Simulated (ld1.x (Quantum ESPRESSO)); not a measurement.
# Plane-wave convergence, TM potential for Si

- Element: silicon (Si)
- Generator: ld1.x (Quantum ESPRESSO) 7.5
- Type: norm-conserving Troullier–Martins (Kleinman–Bylander form)
- Functional: revPBE
- Relativity: fully relativistic
- Frozen core: [Ne]
- Valence charge: 4
- Reference configuration: 3s2 3p0 (charge +2)
- Partial waves: 3s (bound): rc 1.90 bohr; 3p (bound, empty): rc 1.25 bohr
- Local potential: all-electron potential smoothed inside 1.10 bohr (lloc = -1)
- Core correction: none

Open shells are filled in proportion to 2j + 1 (rel_dist='average').

The pseudo-atom Hamiltonian at the reference potential is diagonalised in spherical Bessel functions j_l(qr) that vanish at 20 bohr, with q² up to the cutoff. All-electron valence levels (Ry): 3s -2.0935, 3p1/2 -1.5067, 3p3/2 -1.5029.

Task: How do the lowest levels (Ry) of each channel move with the cutoff, and are there ghosts?

Result:

```
cutoff (Ry)     s #1  p1/2 #1  p3/2 #1     d #1     d #2     f #1  Σ f·Δε (mRy)
          8  -2.0609  -1.3466  -1.3362  -0.7416  -0.3293  -0.2950          65.3
         12  -2.0863  -1.3641  -1.3554  -0.7561  -0.3351  -0.2953          14.5
         18  -2.0915  -1.3756  -1.3676  -0.7636  -0.3382  -0.2953           4.1
         25  -2.0917  -1.3767  -1.3687  -0.7667  -0.3394  -0.2953           3.6
         35  -2.0931  -1.3958  -1.3881  -0.7688  -0.3403  -0.2953           0.9
         45  -2.0934  -1.4341  -1.4273  -0.7694  -0.3405  -0.2953           0.2
        400  -2.0935  -1.5066  -1.5029  -0.7696  -0.3406  -0.2953           0.0
```

Result: no extra level below or beside the all-electron valence levels (s, p1/2, p3/2, d, f tested); 10 mRy is reached at 15 Ry and 1 mRy at 35 Ry.

The cutoffs count occupied waves only; the empty 3p level needs 80 Ry at the loose tolerance.
